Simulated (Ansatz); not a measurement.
(Z)-1-bromo-2-chloroethene (C2H2BrCl), SMILES Cl/C=C\Br.

Geometry: B3LYP-D3(BJ)/def2-SVP.

Two levels are set side by side: PBE/def2-SVPD (Ansatz, an electronic-structure program) and PBE0/def2-SVPD (Ansatz). Energy differences of separate SCF runs at the same geometry; the states with an electron removed or added have multiplicity 2 and 2. Differences are taken from unrounded values.

```csv
quantity,PBE
vertical ionisation energy (eV),9.30
vertical singlet–triplet gap (eV),3.92
```

**Question.** These are the PBE values. What does PBE0 give? (The exact figures need the calculation; the answer reports its results.)

**Answer.** 
```json
[
 {"quantity": "vertical ionisation energy (eV)", "PBE0": "9.54", "PBE minus PBE0": "-0.24"},
 {"quantity": "vertical singlet–triplet gap (eV)", "PBE0": "3.86", "PBE minus PBE0": "0.06"}
]
```
